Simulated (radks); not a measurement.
Species: Tb11+. Configuration: [Kr] 4d10 4f6 5s2 (the NIST ground configuration). Calculated with a radial shooting solver on a logarithmic mesh with Libxc functionals: scalar-relativistic Kohn-Sham, BLYP, spin-polarised, spherical densities, finite nucleus; open shells are filled with parallel spins first (spin-orbit coupling, left out, can overturn this in heavy ions); Fermi nuclear charge, rms radius 5.06 fm. Some entries of the table are withheld. Estimate them.

orbital,occ.,eigenvalue (eV),<r> (bohr),<1/r> (bohr^-1)
1s down,1,-52060.32,0.02151,73.09
1s up,1,-52060.30,0.02151,73.09
2s up,1,-8797.811,0.09150,16.97
2s down,1,-8797.750,0.09150,16.97
2p up,3,-7841.269,0.08088,15.81
2p down,3,-7841.233,0.08087,15.81
3s up,1,-2108.590,0.2394,6.234
3s down,1,-2105.621,0.2392,6.241
3p up,3,-1813.504,0.2382,5.853
3p down,3,-1810.552,0.2379,5.860
3d up,5,-1428.399,0.2166,5.553
3d down,5,-1426.134,0.2163,5.560
4s up,1,-576.6249,0.5377,2.649
4s down,1,-570.1084,0.5379,2.646
4p up,3,(1),0.5673,2.440
4p down,3,(2),0.5678,2.437
4d up,5,-343.6110,0.6078,2.174
4d down,5,-337.3608,0.6092,2.168
5s up,1,-216.4646,1.146,1.178
5s down,1,-212.9202,1.156,1.165
4f up,6,(3),0.6894,(4)
4f down,0,(5),0.6972,(6)

Answer. 
(1) 4p up eigenvalue (eV): -478.5620
(2) 4p down eigenvalue (eV): -472.1684
(3) 4f up eigenvalue (eV): -194.0793
(4) 4f up <1/r> (bohr^-1): 1.773
(5) 4f down eigenvalue (eV): -188.0072
(6) 4f down <1/r> (bohr^-1): 1.760
